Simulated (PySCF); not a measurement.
**Molecular orbitals of LaI**

UHF at R = 2.943 Å; basis La x2c-TZVPall, I x2c-TZVPall; spin-free X2C with a Gaussian nucleus; PySCF 2.14. State: triplet, about 0.0 electrons in the 4f shell (Mulliken). Only the outer orbitals are listed, counted within each symmetry.

```json
{"spin": "α", "orbital": "21σ", "occ.": "1", "ε (eV)": "-22.58", "on La (%)": "7", "main shells (%)": "93 I s"}
{"spin": "α", "orbital": "22σ", "occ.": "1", "ε (eV)": "-10.09", "on La (%)": "12", "main shells (%)": "87 I p"}
{"spin": "α", "orbital": "12π", "occ.": "1", "ε (eV)": "-9.42", "on La (%)": "6", "main shells (%)": "93 I p"}
{"spin": "α", "orbital": "12π", "occ.": "1", "ε (eV)": "-9.42", "on La (%)": "6", "main shells (%)": "93 I p"}
{"spin": "α", "orbital": "5δ", "occ.": "1", "ε (eV)": "-6.58", "on La (%)": "100", "main shells (%)": "100 La d"}
{"spin": "α", "orbital": "23σ", "occ.": "1", "ε (eV)": "-5.55", "on La (%)": "100", "main shells (%)": "78 La s, 14 La d"}
{"spin": "α", "orbital": "13π", "occ.": "0", "ε (eV)": "0.05", "on La (%)": "100", "main shells (%)": "79 La p, 21 La d"}
{"spin": "α", "orbital": "13π", "occ.": "0", "ε (eV)": "0.05", "on La (%)": "100", "main shells (%)": "79 La p, 21 La d"}
{"spin": "α", "orbital": "24σ", "occ.": "0", "ε (eV)": "0.16", "on La (%)": "98", "main shells (%)": "52 La p, 43 La d"}
{"spin": "β", "orbital": "21σ", "occ.": "1", "ε (eV)": "-22.64", "on La (%)": "7", "main shells (%)": "93 I s"}
{"spin": "β", "orbital": "22σ", "occ.": "1", "ε (eV)": "-10.06", "on La (%)": "11", "main shells (%)": "89 I p"}
{"spin": "β", "orbital": "12π", "occ.": "1", "ε (eV)": "-9.46", "on La (%)": "5", "main shells (%)": "95 I p"}
{"spin": "β", "orbital": "12π", "occ.": "1", "ε (eV)": "-9.46", "on La (%)": "5", "main shells (%)": "95 I p"}
{"spin": "β", "orbital": "23σ", "occ.": "0", "ε (eV)": "-0.01", "on La (%)": "100", "main shells (%)": "77 La s, 23 La p"}
{"spin": "β", "orbital": "13π", "occ.": "0", "ε (eV)": "0.91", "on La (%)": "100", "main shells (%)": "83 La p, 17 La d"}
{"spin": "β", "orbital": "13π", "occ.": "0", "ε (eV)": "0.91", "on La (%)": "100", "main shells (%)": "83 La p, 17 La d"}
```

Question: Which are the highest filled and the lowest empty level, where do they sit, and how wide is the gap?

Answer: Highest filled α 23σ at -5.55 eV (in %: 78 La s, 14 La d); lowest empty β 23σ at -0.01 eV (in %: 77 La s, 23 La p); the gap at UHF is 5.54 eV.

The bond order (Mayer) is 0.89, the ⟨S²⟩ is 2.008 and the charge on La (Mulliken, basis-dependent) is 0.53. The charge on La (Löwdin, basis-dependent) is -0.06 and the dipole moment (positive dipole means La(−)I(+)) is -5.45 D. The polarisability along the bond is 241.5 bohr³ and the polarisability across the bond is 308.5 bohr³.

Spin–orbit coupling is left out. The state is the lowest single determinant that the PBE0 search found; with open d or f shells the true ground state can be another one.
